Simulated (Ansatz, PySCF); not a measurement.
C₃H, SMILES [CH+][C][C] (connectivity only; charge and spin as stated), charge +1, multiplicity 1. Atoms are numbered in the order given.

```xyz
4

H     -0.0055    -2.2257     0.0000
C     -0.0034    -1.1426     0.0000
C     -0.0010     0.0857     0.0000
C      0.0015     1.4250     0.0000
```
Charge +1, spin multiplicity 1.

Coordinates come from a PBE0-D3(BJ)/def2-TZVP optimisation.

Two levels are set side by side: PBE-D3(BJ)/def2-TZVP (Ansatz, a program for electronic structure) and PBE0-D3(BJ)/def2-TZVP (Ansatz). Each level has its own optimised geometry; the coordinates shown are those of the second. Frequencies come from the Hessian of PySCF at each geometry. Differences are taken from unrounded values.

```
quantity                            PBE0-D3(BJ)
----------------------------------  -----------
mean bond length (Å)                      1.217
bond C2–C3 (Å)                            1.228
bond C3–C4 (Å)                            1.339
bond H1–C2 (Å)                            1.083
highest harmonic wavenumber (cm⁻¹)         3315
mean harmonic wavenumber (cm⁻¹)            1244
zero-point energy (kcal/mol)              12.45
```

What does PBE-D3(BJ) give, and how far is it from PBE0-D3(BJ)? (An estimate is asked for; the answer gives what the named calculation found.)


```tsv
quantity	PBE-D3(BJ)	PBE-D3(BJ) minus PBE0-D3(BJ)
mean bond length (Å)	1.228	0.011
bond C2–C3 (Å)	1.242	0.014
bond C3–C4 (Å)	1.351	0.011
bond H1–C2 (Å)	1.090	0.007
highest harmonic wavenumber (cm⁻¹)	3231	-84
mean harmonic wavenumber (cm⁻¹)	1194	-50
zero-point energy (kcal/mol)	11.95	-0.50
```

Exact exchange shortens and stiffens bonds; PBE has none. Differences between two approximate levels are no errors against the true value.
